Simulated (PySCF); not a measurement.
Species: H11O3PSi4.
Atom-mapped SMILES: `[SiH3:1][O:2][SiH:3]([O:4][SiH3:5])[O:6][SiH2:7][PH2:8]` (hydrogens: H9, H10, H11 on Si1; H12 on Si3; H13, H14, H15 on Si5; H16, H17 on Si7; H18, H19 on P8)

The same species was optimised twice, with GFN2-xTB and with PBE0-D3(BJ)/def2-SVP (PySCF), and the same property calculations (PySCF, gas phase) were run on both structures.

```json
{"coordinate": "O6–Si7 (Å)", "GFN2-xTB": "1.619", "PBE0-D3(BJ)/def2-SVP": "1.662", "change": "+0.043"}
{"coordinate": "Si1–O2 (Å)", "GFN2-xTB": "1.621", "PBE0-D3(BJ)/def2-SVP": "1.660", "change": "+0.039"}
{"coordinate": "O4–Si5 (Å)", "GFN2-xTB": "1.622", "PBE0-D3(BJ)/def2-SVP": "1.659", "change": "+0.037"}
{"coordinate": "O2–Si3 (Å)", "GFN2-xTB": "1.610", "PBE0-D3(BJ)/def2-SVP": "1.644", "change": "+0.034"}
{"coordinate": "Si3–O4 (Å)", "GFN2-xTB": "1.610", "PBE0-D3(BJ)/def2-SVP": "1.644", "change": "+0.034"}
{"coordinate": "Si3–O6 (Å)", "GFN2-xTB": "1.615", "PBE0-D3(BJ)/def2-SVP": "1.647", "change": "+0.032"}
{"coordinate": "Si7–P8 (Å)", "GFN2-xTB": "2.231", "PBE0-D3(BJ)/def2-SVP": "2.254", "change": "+0.023"}
{"coordinate": "O6–Si7–P8 (°)", "GFN2-xTB": "102.4", "PBE0-D3(BJ)/def2-SVP": "107.5", "change": "+5.1"}
{"coordinate": "Si3–O6–Si7 (°)", "GFN2-xTB": "140.7", "PBE0-D3(BJ)/def2-SVP": "142.6", "change": "+1.9"}
{"coordinate": "O4–Si3–O6 (°)", "GFN2-xTB": "108.8", "PBE0-D3(BJ)/def2-SVP": "109.6", "change": "+0.8"}
{"coordinate": "Si1–O2–Si3 (°)", "GFN2-xTB": "147.0", "PBE0-D3(BJ)/def2-SVP": "146.5", "change": "-0.5"}
{"coordinate": "O2–Si3–O4 (°)", "GFN2-xTB": "110.1", "PBE0-D3(BJ)/def2-SVP": "109.6", "change": "-0.5"}
{"coordinate": "Si3–O4–Si5 (°)", "GFN2-xTB": "146.3", "PBE0-D3(BJ)/def2-SVP": "146.6", "change": "+0.3"}
{"coordinate": "O2–Si3–O6 (°)", "GFN2-xTB": "109.5", "PBE0-D3(BJ)/def2-SVP": "109.3", "change": "-0.2"}
{"coordinate": "Si1–O2–Si3–O4 (°)", "GFN2-xTB": "50", "PBE0-D3(BJ)/def2-SVP": "54", "change": "+4"}
{"coordinate": "O2–Si3–O4–Si5 (°)", "GFN2-xTB": "-39", "PBE0-D3(BJ)/def2-SVP": "-46", "change": "-7"}
{"coordinate": "O2–Si3–O6–Si7 (°)", "GFN2-xTB": "42", "PBE0-D3(BJ)/def2-SVP": "43", "change": "+1"}
{"coordinate": "Si3–O6–Si7–P8 (°)", "GFN2-xTB": "-177", "PBE0-D3(BJ)/def2-SVP": "-164", "change": "+13"}
```

Rotational constants: A = 1116, B = 477.8, C = 393.9 MHz (GFN2-xTB) against A = 1066, B = 452.2, C = 374.2 MHz (PBE0-D3(BJ)/def2-SVP). Point groups within 0.08 Å: C1 and C1.

On the GFN2-xTB structure: HOMO (eV) -7.54 [PBE0/pcSseg-1]; LUMO (eV) -0.41 [PBE0/pcSseg-1]; dipole (D) 2.50 [PBE0/pcSseg-1]; GIAO shielding of Si1/Si5 (mean) (ppm) 392.2 [PBE0/pcSseg-1]; GIAO shielding of O2/O4 (mean) (ppm) 284.1 [PBE0/pcSseg-1]; GIAO shielding of Si3 (ppm) 426.0 [PBE0/pcSseg-1]; GIAO shielding of O6 (ppm) 266.5 [PBE0/pcSseg-1]; GIAO shielding of Si7 (ppm) 368.9 [PBE0/pcSseg-1]; GIAO shielding of P8 (ppm) 609.6 [PBE0/pcSseg-1].

Task: What do these properties become on the PBE0-D3(BJ)/def2-SVP structure?

Result: 
```csv
property,level,on GFN2-xTB,on PBE0-D3(BJ)/def2-SVP,change
HOMO (eV),PBE0/pcSseg-1,-7.54,-7.66,-0.12
LUMO (eV),PBE0/pcSseg-1,-0.41,-0.34,+0.07
dipole (D),PBE0/pcSseg-1,2.50,1.96,-0.54
"energy, GFN2-xTB geometry as zero (kcal/mol)",PBE0/pcSseg-1,0.0,-7.4,-7.4
GIAO shielding of Si1/Si5 (mean) (ppm),PBE0/pcSseg-1,392.2,391.2,-1.0
GIAO shielding of O2/O4 (mean) (ppm),PBE0/pcSseg-1,284.1,280.6,-3.5
GIAO shielding of Si3 (ppm),PBE0/pcSseg-1,426.0,425.5,-0.5
GIAO shielding of O6 (ppm),PBE0/pcSseg-1,266.5,263.7,-2.8
GIAO shielding of Si7 (ppm),PBE0/pcSseg-1,368.9,364.1,-4.8
GIAO shielding of P8 (ppm),PBE0/pcSseg-1,609.6,584.0,-25.6
```

The heavy atoms differ by 0.153 Å rms after alignment. Among bonds between heavy atoms O6–Si7 changes most (+0.043 Å). Changes are differences of the printed values. Neither structure is proved a minimum here.
